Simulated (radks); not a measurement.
The sulfur anion S-, [Ne] 3s2 3p5, held by a Watson sphere: a shell of charge +1 at radius R that stands for the Madelung well of a crystal (potential energy -1/R inside, -1/r outside, in hartree with lengths in bohr). Method: scalar-relativistic Kohn-Sham, r2SCAN, spin-polarised, spherical densities, finite nucleus; open shells are filled with parallel spins first; meta-GGA in the generalised Kohn-Sham scheme; Fermi nuclear charge, rms radius of each element as measured or else 0.836 A^(1/3) + 0.57 fm; computed with a radial shooting solver on a logarithmic mesh with Libxc functionals.

\begin{tabular}{lrrrrrr}
R (bohr) & e(3s down) (eV) & e(3p up) (eV) & e(3p down) (eV) & <r> 3p (bohr) & sum of <r^2> (bohr^2) & X-ray form factor at sin(theta)/lambda = 0.1 1/angstrom \\ \hline
2.09 & -17.890 & -8.394 & -7.383 & 2.096 & 34.52 & 14.855 \\
2.15 & -17.784 & -8.319 & -7.313 & 2.106 & 34.79 & 14.842 \\
2.17 & -17.748 & -8.293 & -7.289 & 2.109 & 34.88 & 14.838 \\
3.07 & -16.291 & -7.079 & -6.128 & 2.228 & 38.33 & 14.687 \\
3.8 & -15.331 & -6.166 & -5.233 & 2.296 & 40.29 & 14.615 \\
\end{tabular}
